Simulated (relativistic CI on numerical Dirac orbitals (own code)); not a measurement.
**Level scheme of Co XII**

Calculated at this level of theory: Dirac-Coulomb-Breit CI, KLI orbitals optimised for each configuration, model QED, unscaled Slater integrals (own radial code, finite nucleus).

CI space (outside the closed core [Ne]): 3s2.3p4, 3s.3p5, 3p6, 3s2.3p3.3d, 3s.3p4.3d, 3p5.3d, 3s.3p3.3d2, 3s2.3p3.4s, 3s2.3p3.4p, 3s2.3p2.3d.4p, 3p5.4s, 3p5.4p, 3s.3p3.3d.4s, 3s2.3p2.3d2, 3s2.3p.3d3, 3s.3p2.3d3, 3s2.3p.3d2.4s, 3s2.3p.3d2.4p, 3p4.3d2, 3p3.3d3, 3p3.3d2.4s, 3p3.3d2.4p. Double excitations out of closed p, d and f shells are left out; levels of such configurations are missing from the list, as are those of other unlisted configurations, and high levels can miss mixing partners.

The lowest level is 3s2.3p4 3P_2, with 92 % of that term; Hund's rules for 3s2.3p4 give 3P with J = 2, in agreement.

| No. | Configuration | Term | J | E (eV) | % | Landé g | jj configuration (%) |
| --- | --- | --- | --- | --- | --- | --- | --- |
| 1 | 3s2.3p4 | 3P | 2 | 0.0000 | 92 | 1.476 | 3p3/2^2 (83) |
| 2 | 3s2.3p4 | 3P | 1 | 1.9393 | 97 | 1.500 | 3p1/2 3p3/2^3 (97) |
| 3 | 3s2.3p4 | 3P | 0 | 2.1221 | 90 |  | 3p3/2^2 (58) |
| 4 | 3s2.3p4 | 1D | 2 | 5.4772 | 92 | 1.023 | 3p1/2 3p3/2^3 (82) |
| 5 | 3s2.3p4 | 1S | 0 | 11.2703 | 88 |  | 3p3/2^4 (57) |
| 6 | 3s.3p5 | 3P° | 2 | 37.7729 | 79 | 1.500 | 3s 3p3/2^3 (79) |
| 7 | 3s.3p5 | 3P° | 1 | 39.2184 | 78 | 1.493 | 3s 3p1/2 3p3/2^4 (44) |
| 8 | 3s.3p5 | 3P° | 0 | 40.1403 | 78 |  | 3s 3p1/2 3p3/2^4 (78) |
| 9 | 3s.3p5 | 1P° | 1 | 48.8742 | 55 | 1.005 | 3s 3p3/2^3 (30) |
| 10 | 3s2.3p3.3d | 5D° | 0 | 51.7942 | 96 |  | 3p1/2 3p3/2^2 3d3/2 (49) |
| 11 | 3s2.3p3.3d | 5D° | 1 | 51.8250 | 96 | 1.495 | 3p1/2 3p3/2^2 3d3/2 (50) |
| 12 | 3s2.3p3.3d | 5D° | 2 | 51.8555 | 95 | 1.490 | 3p1/2 3p3/2^2 3d3/2 (37) |
| 13 | 3s2.3p3.3d | 5D° | 3 | 51.9034 | 94 | 1.489 | 3p1/2 3p3/2^2 3d3/2 (24) |
| 14 | 3s2.3p3.3d | 5D° | 4 | 52.0582 | 95 | 1.493 | 3p1/2 3p3/2^2 3d5/2 (52) |
| 15 | 3s2.3p3.3d | 3D° | 2 | 55.3879 | 72 | 1.073 | 3p3/2 3d5/2 (42) |
| 16 | 3s2.3p3.3d | 3D° | 3 | 55.8188 | 87 | 1.316 | 3p1/2 3p3/2^2 3d5/2 (72) |
| 17 | 3s2.3p3.3d | 3D° | 1 | 56.0696 | 96 | 0.507 | 3p1/2 3p3/2^2 3d5/2 (47) |
| 18 | 3s2.3p3.3d | 3F° | 2 | 56.8696 | 77 | 0.772 | 3p1/2 3p3/2^2 3d3/2 (70) |
| 19 | 3s2.3p3.3d | 1S° | 0 | 57.2005 | 94 |  | 3p1/2 3p3/2^2 3d5/2 (52) |
| 20 | 3s2.3p3.3d | 3F° | 3 | 57.3548 | 86 | 1.101 | 3p1/2 3p3/2^2 3d3/2 (57) |
| 21 | 3s2.3p3.3d | 3F° | 4 | 58.0380 | 92 | 1.244 | 3p1/2 3p3/2^2 3d5/2 (66) |
| 22 | 3s2.3p3.3d | 3G° | 3 | 60.6411 | 89 | 0.776 | 3p1/2 3p3/2^2 3d3/2 (36) |
| 23 | 3s2.3p3.3d | 3G° | 4 | 60.9019 | 87 | 1.071 | 3p1/2 3p3/2^2 3d5/2 (34) |
| 24 | 3s2.3p3.3d | 3G° | 5 | 61.2691 | 98 | 1.200 | 3p1/2 3p3/2^2 3d5/2 (98) |
| 25 | 3s2.3p3.3d | 1G° | 4 | 62.2060 | 87 | 1.024 | 3p1/2 3p3/2^2 3d3/2 (53) |
| 26 | 3s2.3p3.3d | 1D° | 2 | 63.0308 | 85 | 1.002 | 3p1/2 3p3/2^2 3d3/2 (38) |
| 27 | 3s2.3p3.3d | 3D° | 1 | 64.9421 | 95 | 0.515 | 3p3/2 3d3/2 (39) |
| 28 | 3s2.3p3.3d | 3P° | 0 | 65.0191 | 93 |  | 3p3/2 3d3/2 (48) |
| 29 | 3s2.3p3.3d | 3P° | 1 | 65.3812 | 91 | 1.485 | 3p3/2 3d5/2 (31) |
| 30 | 3s2.3p3.3d | 3F° | 3 | 65.6470 | 89 | 1.074 | 3p1/2 3p3/2^2 3d5/2 (41) |

Energies count from the lowest computed level; ° marks odd parity. Filled j subshells are mostly left out of the jj labels.

The mean weight of the leading LS term, summed over parents, in these 30 levels is 88 %, and that of the leading jj configuration (from the same eigenvectors) 55 %, so LS coupling describes them better.

At this charge energies of transitions that change n are usually good to better than 1 %, and those within a shell (Δn = 0) to a few per cent.

Landé's interval rule says that E(J) − E(J−1) = AJ with one A. For the ground term the intervals give A = -1474.9, -7820.6 cm⁻¹ for J = 1, 2; the multiplet is inverted.

LS names give the leading component of a level, which can be under half, so a name can repeat, a term be missing and a line seem to break the LS rules.
